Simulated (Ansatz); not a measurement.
Isolated molecules relaxed with PBE0-D4/def2-TZVP in Ansatz; ΔE leaves out vibrations. CCSD(T)/CBS adds triple-zeta CCSD(T) − MP2 to the extrapolated MP2 energy (def2 sets, frozen cores). DFT in def2-TZVPP. B3LYP here is the variant with VWN-RPA as its local correlation; programs differ in this. For Ge outer-core shells are correlated without core-valence functions, which leaves a few kJ/mol of doubt a bond. Scalar relativity is left out up to krypton. One conformer a species, not always the lowest.

Consider the formal exchange of groups at the Si–C bond: `F[SiH](Cl)C#[C][GeH3]` + `[SiH3][SiH3]` → `F[SiH](Cl)[SiH2][SiH3]` + `C#[C][GeH3]`.

```csv
level,ΔE (kJ/mol),difference from CCSD(T)/CBS
PBE-D4,29.3,-13.1
r2SCAN-D4,40.6,-1.8
PBE0-D4,32.5,-9.9
B3LYP-D4,40.9,-1.5
ωB97X-V,38.7,-3.7
ωB97M-V,43.5,1.1
B2PLYP,47.6,5.2
PBE,31.2,-11.2
r2SCAN,41.0,-1.4
PBE0,34.4,-8.0
B3LYP,44.1,1.7
HF/def2-TZVPP,54.6,12.2
MP2/def2-TZVPP,52.4,10.0
SCS-MP2/def2-TZVPP,53.8,11.4
CCSD/def2-TZVPP,46.0,3.6
CCSD(T)/def2-TZVPP,45.4,3.0
HF/def2-QZVPP,55.1,12.7
MP2/def2-QZVPP,50.8,8.4
SCS-MP2/def2-QZVPP,52.2,9.8
HF/CBS(def2),55.1,12.7
MP2/CBS(def2),49.3,6.9
CCSD/CBS(def2),42.9,0.5
CCSD(T)/CBS,42.4,0
```

Largest T1 diagnostic among the species: 0.013.

The D4 term adds −3.3 kJ/mol with B3LYP and −1.9 kJ/mol with PBE0; it sums over pairs of atoms, weighted by their polarisabilities, and B3LYP, whose exchange is more repulsive, gets the larger term. From PBE to PBE0 (25 % exact exchange), in def2-TZVPP and without D4, ΔE moves by +3.2 kJ/mol.
